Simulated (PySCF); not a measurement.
NMR data simulated for an unnamed compound:

$^{1}$H NMR (600 MHz, computed): δ 5.85 (br s, 1H), 5.67 (br s, 1H), 4.05 (t, 2H), 4.05 (s, 2H), 3.67 (t, 2H), 1.48 (br s, 1H).

$^{13}$C{$^{1}$H} NMR (computed): δ 149.4 (C), 117.4 (CH2), 77.9 (CH2), 77.6 (CH2), 66.9 (CH2).

Single conformer, non-relativistic Hamiltonian, gas phase, one averaged value for each set of equivalent atoms. GIAO PBE0/pcSseg-1 shieldings; coordinates at the GFN2-xTB level; PySCF 2.14.0 with density-fitted response routines.

Chemical shifts δ = σref − σ; TMS for $^{1}$H, $^{13}$C, all at this level.

Q: Which of these does the molecule contain: an NH or NH2 group, an OH group, a methoxy group, a non-aromatic C=C double bond, a (CH3)2CH unit?

A: 
- An NH or NH2 group: no.
- An OH group: yes (δH 1.48 (br s)).
- A methoxy group: no.
- A non-aromatic C=C double bond: yes.
- A (CH3)2CH unit: no.

The data belong to `C=C(Cl)COCCO`, C₅H₉ClO₂; they needn't prove each group on their own.

Carbon signals by region: 2 in the sp2 and nitrile region (100–160 ppm), 3 at 50–100 ppm.

OH/NH shifts are gas-phase values; hydrogen bonding in solution moves them, usually downfield. Carbons that carry Cl, above all several Cl atoms, come out too deshielded, partly because spin–orbit coupling is missing. Shifts are as computed. Against solution values, carbons near 30 ppm lie about +3 ppm off and those near 130 ppm about +5 ppm; carbons on Cl a further +6 ppm. Of 1211 compounds with measured shifts, 218 miss one by over three times the rms of a fit or turn the order of signals round; such compounds aren't used in these exercises. Multiplicities follow the n + 1 count of equivalent neighbours, as no J values were calculated; m marks all less simple cases, F and P coupling included.
